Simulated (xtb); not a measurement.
hydrogen fluoride (hydrogen fluoride), singlet, geometry from GFN2-xTB; xtb with GFN2-xTB.

The xtb input:
```
$ xtb mol.xyz --gfn 2 --ohess --json

# file mol.xyz
2

F     -0.00000000    -0.00000000    -0.09325170
H      0.00000000     0.00000000     0.83926531
```

Q: Write the output that xtb gives for this input, abridged.

A: 
```
   ID    Z sym.   atoms
    1    9 F      1
    2    1 H      2

           -------------------------------------------------
          |                Calculation Setup                |
           -------------------------------------------------

           -------------------------------------------------
          |                 G F N 2 - x T B                 |
           -------------------------------------------------

          ...................................................
          :                      SETUP                      :
          :.................................................:
          :  # basis functions                   5          :
          :  # atomic orbitals                   5          :
          :  # shells                            3          :
          :  # electrons                         8          :
          :  max. iterations                   250          :
          :  Hamiltonian                  GFN2-xTB          :
          :  restarted?                      false          :
          :  GBSA solvation                  false          :
          :  PC potential                    false          :
          :  electronic temp.          300.0000000     K    :
          :  accuracy                    1.0000000          :
          :  -> integral cutoff          0.2500000E+02      :
          :  -> integral neglect         0.1000000E-07      :
          :  -> SCF convergence          0.1000000E-05 Eh   :
          :  -> wf. convergence          0.1000000E-03 e    :
          :  Broyden damping             0.4000000          :
          :  net charge                          0          :
          :  unpaired electrons                  0          :
          ...................................................

 iter      E             dE          RMSdq      gap      omega  full diag
   1     -5.2389442 -0.523894E+01  0.426E+00   17.58       0.0  T
   2     -5.2417717 -0.282749E-02  0.234E+00   16.91       1.0  T
   3     -5.2424327 -0.661012E-03  0.522E-01   16.42       1.0  T
   4     -5.2424513 -0.186170E-04  0.404E-02   16.51       1.8  T
   5     -5.2424515 -0.135029E-06  0.175E-02   16.51       4.0  T
   6     -5.2424515 -0.269774E-08  0.706E-04   16.51     100.1  T
   7     -5.2424515 -0.159089E-09  0.143E-05   16.51    4942.7  T

   *** convergence criteria satisfied after 7 iterations ***

         :::::::::::::::::::::::::::::::::::::::::::::::::::::
[...]
         :: total energy              -5.222873979533 Eh    ::
 * total energy  :    -5.2228740 Eh     change       -0.7194245E-13 Eh
   *** GEOMETRY OPTIMIZATION CONVERGED AFTER 1 ITERATIONS ***
         :: total energy              -5.222873979533 Eh    ::
[...]
          :  rotational number                       1      :
          :  scaling factor                  1.0000000      :
          :  rotor cutoff                   50.0000000 cm⁻¹ :
          :  imag. cutoff                  -20.0000000 cm⁻¹ :
          :.................................................:

    mode    ω/cm⁻¹     T·S(HO)/kcal·mol⁻¹    T·S(FR)/kcal·mol⁻¹   T·S(vib)
   ------------------------------------------------------------------------
   ------------------------------------------------------------------------

   temp. (K)  partition function   enthalpy   heat capacity  entropy
                                   cal/mol     cal/K/mol   cal/K/mol   J/K/mol
 298.15  VIB   1.00                    0.000      0.000      0.000
         ROT   10.2                  592.502      1.987      6.609
         INT   10.2                  592.502      1.987      6.609
         TR   0.866E+26             1481.254      4.968     34.906
         TOT                        2073.7556     6.9554    41.5143   173.6959

       T/K    H(0)-H(T)+PV         H(T)/Eh          T*S/Eh         G(T)/Eh
   ------------------------------------------------------------------------
    298.15    0.330474E-02    0.118735E-01    0.197248E-01   -0.785130E-02
   ------------------------------------------------------------------------

         :::::::::::::::::::::::::::::::::::::::::::::::::::::
         ::                  THERMODYNAMIC                  ::
         :::::::::::::::::::::::::::::::::::::::::::::::::::::
         :: total free energy          -5.230725280275 Eh   ::
         ::.................................................::
         :: total energy               -5.222873979533 Eh   ::
         :: zero point energy           0.008568746026 Eh   ::
         :: G(RRHO) w/o ZPVE           -0.016420046768 Eh   ::
         :: G(RRHO) contrib.           -0.007851300742 Eh   ::
         :::::::::::::::::::::::::::::::::::::::::::::::::::::

optimized geometry written to: xtbopt.xyz

           -------------------------------------------------
          | TOTAL ENERGY               -5.222873979533 Eh   |
          | TOTAL ENTHALPY             -5.211000493551 Eh   |
          | TOTAL FREE ENERGY          -5.230725280275 Eh   |
          | GRADIENT NORM               0.000134708476 Eh/α |
          | HOMO-LUMO GAP              16.509952645425 eV   |
           -------------------------------------------------

normal termination of xtb
```
